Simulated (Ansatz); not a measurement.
Born–Oppenheimer molecular dynamics of BrClH$_{6}$Si$_{2}$ (10 atoms, charge 0, multiplicity 1). It starts at the highest image of a converged band, a first-order saddle point between two minima.

Level of theory: RKS r2SCANh/def2-SVP in Ansatz.

```json
{
 "ensemble": "NVE (velocity Verlet)",
 "time step": "0.5 fs",
 "steps asked": "200",
 "starting velocities drawn for": "300 K",
 "seed": "6212"
}
```

First frame:

```xyz
10
Properties=species:S:1:pos:R:3
Si -0.275 -0.123 -0.097
Cl 0.218 0.292 2.364
H 1.216 -0.211 -0.112
Si -1.064 1.939 -0.860
H -2.341 1.719 -1.591
H -1.282 2.814 0.324
H -0.060 2.570 -1.768
H -0.698 -1.349 -0.827
Br -2.581 -0.436 1.221
H -1.207 0.046 2.306
```

Task: How far do the bonds stretch over the last three quarters of this one trajectory? (Pairs bonded in most of those frames.)

Result: 
```csv
bond,mean (Å),spread (Å),shortest,longest
Si1–Cl2,2.224,0.185,1.98,2.49
Si1–H3,1.496,0.011,1.48,1.52
Si1–Si4,2.394,0.068,2.27,2.48
Si1–H8,1.488,0.014,1.46,1.51
Si4–H5,1.492,0.008,1.47,1.51
Si4–H6,1.492,0.027,1.45,1.53
Si4–H7,1.497,0.005,1.49,1.51
Br9–H10,1.515,0.151,1.35,1.90
```

Pairs bonded in part of these frames only: Si1–Br9 46 %, Cl2–H10 19 %.

Mean temperature of the second half: 1016 K. The conserved energy stayed within 0.085 meV per atom of its start (net change 0.058 meV per atom), so the integration is sound. The kinetic energy rose, since the run started high on the potential surface and went downhill. It ends in pieces (BrH + ClH5Si2), so much of that is their flight and rotation, not heat. A run of 0.1 ps of so small a system gives no equilibrium averages. The orbitals stay closed-shell, which can raise the energy where a bond breaks towards radicals; this wasn't checked here.

Run time: 8.5 min on 4 threads of Arm Neoverse V2 (shared host), peak memory 0.32 GiB.
